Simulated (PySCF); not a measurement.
Mo(O)2(Me)2 (C2H6MoO2), SMILES [CH3][Mo]([CH3])(=[O])=[O], multiplicity 1.

Geometry: B3LYP-D3(BJ)/def2-SVP. The multiplicity is an assumed one; no other spin state was optimised. The structure was generated by enumeration; whether it is a known compound was not checked. The def2 effective core potentials stand for the cores of Mo; spin–orbit coupling is left out.

Level of theory: TDA-PBE/def2-SVPD (PySCF 2.14.0).

Vertical excitations. The molecule is in vacuum. State labels are in the subgroup C2v.

Computed UV-visible absorptions:
```tsv
state	symmetry	energy (eV)	λ (nm)	f	main pairs
S1	B1	3.78	328	0.004	HOMO→LUMO 99 %
S2	B2	4.05	306	0.006	HOMO−1→LUMO 89 %
S3	A1	4.57	271	0.019	HOMO−2→LUMO 97 %
S4	B1	4.72	263	0.000	HOMO−1→LUMO+1 99 %
S5	B2	4.90	253	0.003	HOMO→LUMO+1 85 %
S6	A2	5.17	240	0.000	HOMO−2→LUMO+1 99 %
S7	A1	5.47	227	0.002	HOMO−3→LUMO 89 %
S8	B1	5.61	221	0.019	HOMO−4→LUMO 96 %
S9	A2	5.62	220	0.000	HOMO−5→LUMO 91 %
S10	A2	5.99	207	0.000	HOMO−3→LUMO+1 89 %
T1	B1	3.44	360	0	HOMO→LUMO 99 %
T2	B2	3.55	349	0	HOMO−1→LUMO 98 %
T3	A1	4.03	308	0	HOMO−2→LUMO 99 %
T4	B2	4.10	302	0	HOMO→LUMO+1 98 %
```
Triplets are in the Tamm–Dancoff approximation.
